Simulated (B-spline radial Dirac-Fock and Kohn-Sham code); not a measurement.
Z = 72 (hafnium), transition energy 239 keV. These are calculated numbers from an atomic code on a B-spline grid; the model is a Dirac-Hartree-Slater potential of the neutral atom with a Latter tail (no hole, which puts coefficients of high multipoles low close above an edge), finite nucleus with surface currents. Subshells that would emit electrons below 1 keV are left out.

Question: A pure transition shows α(K) = 0.102, L1/L2 = 0.590 and L1/L3 = 0.894. What is its multipolarity?
A. M1
B. E1
C. M3
D. E3
E. E2
F. M4
G. M2
H. E4

Answer: E. For comparison, α(K), L1/L2, L1/L3 are E1 0.0314, 6.36, 6.47; E3 0.307, 0.160, 0.303; E4 0.933, 0.0888, 0.188; M1 0.289, 11.4, 95.1; M2 1.25, 7.57, 11.3; M3 4.33, 5.20, 2.63; M4 14.7, 3.90, 1.15.
